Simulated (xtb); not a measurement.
xtb input (GFN-FF):

```bash
xtb mol.xyz --gfnff --opt tight --chrg 0 --uhf 0
```
mol.xyz:
```
15

C      1.60886790    -1.15479915     0.59394855
N      0.98049839    -0.06112406    -0.12367828
B     -0.37323613     0.29639460    -0.17186816
C     -0.79036807     1.56391772    -1.02031603
C     -1.47096730    -0.52584462     0.62121105
H      2.33145013    -0.78879463     1.32927218
H      2.13308717    -1.83342564    -0.08536491
H      0.85428725    -1.72872999     1.12655064
H      1.63654448     0.50917233    -0.63591671
H     -1.34872421     2.27609197    -0.40372672
H      0.04808937     2.10131168    -1.47180031
H     -1.47233099     1.27516532    -1.82727866
H     -1.30240778    -1.60536826     0.62480963
H     -2.47397586    -0.34841598     0.22821620
H     -1.48852291    -0.21075515     1.67126618
```

End of the output:

```
         :::::::::::::::::::::::::::::::::::::::::::::::::::::
         ::                     SUMMARY                     ::
         :::::::::::::::::::::::::::::::::::::::::::::::::::::
         :: total energy              -2.079994819979 Eh    ::
         :: gradient norm              0.000277278750 Eh/a0 ::
         ::.................................................::
         :: bond energy               -2.154846342564 Eh    ::
         :: angle energy               0.002511201466 Eh    ::
         :: torsion energy             0.000697614736 Eh    ::
         :: repulsion energy           0.094230199524 Eh    ::
         :: electrostat energy        -0.015971476727 Eh    ::
         :: dispersion energy         -0.006458082277 Eh    ::
         :: HB energy                  0.000000000000 Eh    ::
         :: XB energy                  0.000000000000 Eh    ::
         :: bonded atm energy         -0.000157934137 Eh    ::
         :: external energy            0.000000000000 Eh    ::
         :: add. restraining           0.000000000000 Eh    ::
         :: total charge               0.000000000000 e     ::
         :::::::::::::::::::::::::::::::::::::::::::::::::::::

           -------------------------------------------------
          |                Property Printout                |
           -------------------------------------------------

molecular dipole:
                 x           y           z       tot (Debye)
Note: The following floating-point exceptions are signalling: IEEE_UNDERFLOW_FLAG IEEE_DENORMAL
normal termination of xtb
 q only:       -0.058      -0.009       0.001       0.148
           -------------------------------------------------
          |                Geometry Summary                 |
           -------------------------------------------------

      molecular mass/u    :       70.9293465
   center of mass at/Å    :       -0.0019975       0.0126607       0.0038065
  moments of inertia/u·Å² :        0.6863655E+02   0.1472054E+03   0.2063516E+03
rotational constants/cm⁻¹ :        0.2456072E+00   0.1145178E+00   0.8169373E-01

 * 14 selected distances

     #   Z          #   Z                                           value/Å
     1   6 C        2   7 N                                       1.4355740
     2   7 N        3   5 B                                       1.3911740
     3   5 B        4   6 C                                       1.5720646 (max)
     3   5 B        5   6 C                                       1.5699913
     1   6 C        6   1 H                                       1.0909760
     1   6 C        7   1 H                                       1.0907631
     1   6 C        8   1 H                                       1.0892681
     2   7 N        9   1 H                                       1.0169265 (min)
     4   6 C       10   1 H                                       1.0866984
     4   6 C       11   1 H                                       1.0863559
     4   6 C       12   1 H                                       1.0867210
     5   6 C       13   1 H                                       1.0864966
     5   6 C       14   1 H                                       1.0867523
     5   6 C       15   1 H                                       1.0865343

 * 5 distinct bonds (by element types)

   Z      Z             #   av. dist./Å        max./Å        min./Å
   1 H    6 C           9     1.0878406     1.0909760     1.0863559
   5 B    6 C           2     1.5710280     1.5720646     1.5699913
   1 H    7 N           1     1.0169265     1.0169265     1.0169265
   5 B    7 N           1     1.3911740     1.3911740     1.3911740
   6 C    7 N           1     1.4355740     1.4355740     1.4355740

optimized geometry written to: xtbopt.xyz

           -------------------------------------------------
          | TOTAL ENERGY               -2.079994819979 Eh   |
          | GRADIENT NORM               0.000277278750 Eh/α |
           -------------------------------------------------
########################################################################
[WARNING] Runtime exception occurred
-1- gfnff_setup: Could not read topology file.
########################################################################

------------------------------------------------------------------------
------------------------------------------------------------------------
 total:
 SCF:
 ANC optimizer:
```
